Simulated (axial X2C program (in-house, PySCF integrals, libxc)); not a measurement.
# Worked dissociation energy of SeN: PBE0, spin-free

Computed with an axial X2C code built on PySCF integrals. Spin-free means the one-electron spin-free X2C Hamiltonian. Basis: Se dyall-v4z [10s10p7d2f1g], N dyall-v4z [7s7p3d2f1g] (cores contracted in-house); Gaussian nuclei, density fitting, unrestricted open shells. Masses: Se 79.917 u, N 14.003 u.

Molecular state: M_S = 1/2, Λ = 1 (beyond evenly filled blocks: π+α).

```
E(Se) (2M_S = 2, M_L = 0) : -2429.614927 hartree
E(N) (2M_S = 3, M_L = 0)  : -54.576463 hartree
E(SeN) at Re              : -2484.326082 hartree
ωe                        : 1017.8 cm⁻¹
ωexe                      : 8.89 cm⁻¹
```

(1) Work out De and D0.

The state is a single determinant with fixed occupations, the lowest that a limited PBE0 search found. De is counted from the lowest determinant-based energies of the atoms at the same level, without counterpoise correction. Without a current term, density functionals place determinants with orbital angular momentum somewhat too high. The determinant is spin-polarised beyond a pure state at some levels (its spin-free form has ⟨S²⟩ too high), which makes Re and μ there less reliable. Spin-free De lacks the spin–orbit lowering of the heavy p-block atom, a tenth of an eV or more for 4p and 5p, up to an eV for 6p and one to two eV for 7p atoms, less what an open-shell molecule gains itself.

Each atomic determinant is the lowest at this level and need not be a pure term. Totals compare only within one Hamiltonian and basis.

Results:

(1) De = -2429.614927 + (-54.576463) − (-2484.326082) = 0.13469 hartree = 3.665 eV. The zero-point energy is ωe/2 − ωexe/4 = 507 cm⁻¹ = 0.063 eV, so D0 = 3.602 eV.
